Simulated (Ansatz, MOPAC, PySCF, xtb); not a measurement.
Torsion H3–B1–Se2–H5 in BH3Se (SMILES B[SeH]); at each angle all else is relaxed with GFN2-xTB, and the levels are single points there.
Geometry at 180° (charge 0, multiplicity 1):
```xyz
5

B     -0.634    -0.010     0.072
Se     1.086    -0.653     0.409
H     -1.443    -0.790    -0.247
H     -0.883     1.124     0.178
H      1.759     0.578     0.761
```

| level | energy at 270° less that at 180° (kJ/mol) | minus CCSD(T)/CBS(cc-pVTZ, cc-pVQZ) | cost |
|---|---|---|---|
| PM3 | 76.2 | -5.2 | - |
| GFN2-xTB | 65.6 | -15.8 | - |
| HF/STO-3G | 82.0 | 0.6 | - |
| HF/3-21G | 74.9 | -6.5 | - |
| HF/6-31G* | 69.6 | -11.8 | - |
| SVWN5/def2-TZVPP | 97.1 | 15.7 | ×0.8 |
| PBE-D4/def2-TZVPP | 90.9 | 9.5 | ×1 |
| r2SCAN-D4/def2-TZVPP | 88.6 | 7.2 | ×2 |
| B3LYP/3-21G | 95.2 | 13.8 | - |
| B3LYP/def2-TZVPP | 84.4 | 3.0 | ×1 |
| B3LYP-D3(BJ)/def2-TZVPP | 84.6 | 3.2 | ×1 |
| PBE0/def2-TZVPP | 86.0 | 4.5 | ×1 |
| PBE0-D4/def2-TZVPP | 86.0 | 4.6 | ×1 |
| M06-2X/def2-TZVPP | 80.0 | -1.5 | - |
| MP2/cc-pVDZ | 86.0 | 4.6 | - |
| MP2/cc-pVQZ | 81.8 | 0.4 | - |
| MP2/CBS(cc-pVTZ, cc-pVQZ) | 81.6 | 0.2 | - |
| SCS-MP2/cc-pVDZ | 83.1 | 1.7 | - |
| CCSD(T)/cc-pVDZ | 87.3 | 5.9 | ×1 |
| CCSD(T)/CBS(cc-pVTZ, cc-pVQZ) | 81.4 | 0.0 | ×200 |

 The comparison column counts from a level with limits of its own.

The rows run from 65.6 (GFN2-xTB) to 97.1 kJ/mol (SVWN5/def2-TZVPP). From cc-pVDZ to cc-pVQZ MP2 changes by -4.2. The dispersion term adds 0.1 in B3LYP-D3(BJ), 0.0 in PBE0-D4. The 4 functionals in def2-TZVPP without D3 or D4 span 17.1, from M06-2X to SVWN5.

On the grid 0° to 330°, 270° is the highest and 180° the lowest point at CCSD(T)/CBS(cc-pVTZ, cc-pVQZ).

Frozen-core correlation. Filled d and f shells under p-block atoms count as core. CBS(a, b) extrapolates the correlation energy as X⁻³ and adds the Hartree–Fock energy of set b. Rows in 3-21G, 6-31G*, STO-3G carry no dispersion term and start afresh at each structure (6-31G* with six Cartesian d functions); the Pople sets are all-electron and without relativity. The state that PM3 reach isn't checked.

Programs: Ansatz (Gaussian orbitals); MOPAC for PM3 (differences of heats of formation); PySCF for 3-21G rows, 6-31G* rows, M06-2X, STO-3G rows, the dispersion terms; xtb for the GFN methods. 

Costs are rough ratios of core time to PBE/def2-TZVPP (about 1.4 s over the structures, on one shared machine); a dash marks a level with no comparable run of its own.

Ansatz is a quantum-chemistry and plane-wave program.
